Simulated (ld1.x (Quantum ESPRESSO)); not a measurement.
## Plane-wave convergence, TM potential for hafnium (Hf)

```
Element                 : hafnium
Generator               : ld1.x (Quantum ESPRESSO) 7.5
Type                    : norm-conserving Troullier–Martins (Kleinman–Bylander form)
Functional              : PBE
Relativity              : fully relativistic
Frozen core             : [Xe] 4f14
Valence charge          : 4
Reference configuration : 5d2 6s1 6p1
Partial waves           : 6p (bound): rc 3.35 bohr; 5d (bound): rc 2.30 bohr; 6s (bound): rc 3.05 bohr
Local potential         : the s channel
Core correction         : none
```

Open shells are filled in proportion to 2j + 1 (rel_dist='average').

The pseudo-atom Hamiltonian at the reference potential is diagonalised in spherical Bessel functions j_l(qr) that vanish at 20 bohr, with q² up to the cutoff. All-electron valence levels (Ry): 6p1/2 -0.1747, 6p3/2 -0.1425, 5d3/2 -0.3056, 5d5/2 -0.2704, 6s -0.4404.

Question: How do the lowest levels (Ry) of each channel move with the cutoff, and are there ghosts?

Answer:

```
cutoff (Ry)  p1/2 #1  p3/2 #1  p3/2 #2  d3/2 #1  d3/2 #2  d5/2 #1  d5/2 #2     s #1     s #2    f #1  Σ f·Δε (mRy)
          8  -0.1745  -0.1423   0.0238  -0.0856   0.0437  -0.0875   0.0435  -0.4377  -0.0292  0.0837         398.4
         10  -0.1746  -0.1424   0.0238  -0.1414   0.0373  -0.1386   0.0376  -0.4390  -0.0294  0.0837         291.0
         15  -0.1746  -0.1425   0.0238  -0.2499   0.0311  -0.2292   0.0321  -0.4403  -0.0295  0.0837          94.1
         18  -0.1746  -0.1425   0.0238  -0.2888   0.0297  -0.2588   0.0309  -0.4403  -0.0295  0.0837          27.4
         21  -0.1746  -0.1425   0.0238  -0.2993   0.0294  -0.2663   0.0307  -0.4404  -0.0295  0.0837          10.0
         25  -0.1746  -0.1425   0.0238  -0.3037   0.0293  -0.2692   0.0306  -0.4404  -0.0295  0.0837           3.0
         35  -0.1746  -0.1425   0.0238  -0.3056   0.0292  -0.2703   0.0305  -0.4404  -0.0295  0.0837           0.1
         40  -0.1746  -0.1425   0.0238  -0.3056   0.0292  -0.2703   0.0305  -0.4404  -0.0295  0.0837           0.1
        400  -0.1746  -0.1425   0.0238  -0.3056   0.0292  -0.2704   0.0305  -0.4404  -0.0295  0.0837           0.0
```

Result: no extra level below or beside the all-electron valence levels (p1/2, p3/2, d3/2, d5/2, s, f tested); 10 mRy is reached at 21 Ry and 1 mRy at 30 Ry.

Its largest configuration-test error is +322 meV.
